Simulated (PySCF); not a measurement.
Computed shifts of a molecule C₄H₆ClF, PBE/pcSseg-1 (PySCF), GIAO, gas phase, equivalent atoms averaged, in ppm (number of nuclei): ¹³C: 172.7 (1), 107.0 (1), 32.8 (1), 16.0 (1). ¹⁹F: -125.9 (1). ¹H: 5.47 (1), 2.64 (1), 2.20 (1), 1.45 (3). References: ¹³C against TMS (σ = 182.0 ppm); ¹⁹F against CFCl3 (σ = 133.6 ppm); ³⁵Cl against HCl (σ = 936.5 ppm); ¹H against TMS (σ = 31.49 ppm), references at their B3LYP-D3(BJ)/def2-TZVP geometries, non-relativistic (without spin–orbit terms, shifts of atoms bonded to Cl or Br come out too high). Geometry optimised at ωB97X-D3(BJ)/def2-SVP. One conformer was computed; it need not be the lowest.

Task: Identify the compound among the candidates.
A) CC(C)=C(F)Cl
B) C/C(F)=C(\C)Cl
C) CC/C=C(\F)Cl
D) CC/C(F)=C/Cl

Result: D, CC/C(F)=C/Cl
